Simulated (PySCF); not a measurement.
## Correlation energy of Ar⁺ (argon, charge +1)

[Ne] 3s2 3p5, 2P determinant. All numbers are calculated (PySCF 2.14, scalar relativity by spin-free X2C-1e, in x2c-QZVPPall). Frozen: 1s2; 15 electrons correlated.

| level | correlation energy (mhartree) |
| --- | --- |
| CCSD | -388.25 |
| (T) | -8.14 |
| CCSD(T) | -396.39 |

Diagnostics: T1 = 0.0051, D1 = 0.0236, largest double amplitude 0.048.

Is a single reference adequate?

Yes: T1 lies below 0.03 and no double amplitude reaches 0.07.

This basis was not built for core-valence correlation, so the inner-shell part is incomplete.
